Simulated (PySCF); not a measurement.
## Shapes and spin states of [RhCl2]+

Computed with PBE0/[Rh def2-SVP with ECP28, Cl def2-SVP], scalar-relativistic core potentials, density fitting, no spin–orbit coupling, PySCF.

Relaxations began from a few typed shapes and spin states; open shells are unrestricted. The search is not exhaustive: other isomers or separated fragments can lie lower, and high-lying points may rest on an excited occupation.

```
                                                 spin  group               bonds           angles  imaginary modes (cm⁻¹)  ΔE (kJ/mol)  ΔE with ZPE (kJ/mol)
                                              quintet    D∞h  Rh–Cl 2.197 Å (×2)  Cl–Rh–Cl 180.0°                    none          0.0                   0.0
                                  triplet (⟨S²⟩ 2.64)    D∞h  Rh–Cl 2.174 Å (×2)  Cl–Rh–Cl 180.0°                    none         35.9                  36.5
                   broken-symmetry Ms = 0 (⟨S²⟩ 1.01)    C2v  Rh–Cl 2.144 Å (×2)   Cl–Rh–Cl 94.4°                    none         48.7                  49.4
                   broken-symmetry Ms = 0 (⟨S²⟩ 0.98)    C2v  Rh–Cl 2.158 Å (×2)  Cl–Rh–Cl 105.1°                    none         49.9                  50.5
singlet (closed shell, unstable to spin polarisation)    C2v  Rh–Cl 2.135 Å (×2)  Cl–Rh–Cl 119.1°                    none        100.4                 101.1
singlet (closed shell, unstable to spin polarisation)    C2v  Rh–Cl 2.123 Å (×2)  Cl–Rh–Cl 105.8°                    none        114.4                 114.9
singlet (closed shell, unstable to spin polarisation)    D∞h  Rh–Cl 2.165 Å (×2)  Cl–Rh–Cl 180.0°                     84i        129.2                     –
```

The lowest minimum found is the quintet D∞h: Rh–Cl 2.197 Å (×2); Cl–Rh–Cl 180.0°.

Formally Rh is in oxidation state +3, d6, with 4 unpaired electrons (the high-spin count). The Mulliken spin on Rh is 2.74. The polar-tensor charge on Rh, 1.26, is far below the formal one.

For the lowest minimum: open d and f shells are described by one determinant, and the ground state may have another occupation or spin.

The electron or spin density has lower symmetry than the nuclear frame for the triplet (⟨S²⟩ 2.64) D∞h at 35.9 kJ/mol, broken-symmetry Ms = 0 (⟨S²⟩ 1.01) C2v at 48.7 kJ/mol, singlet (closed shell, unstable to spin polarisation) D∞h at 129.2 kJ/mol.
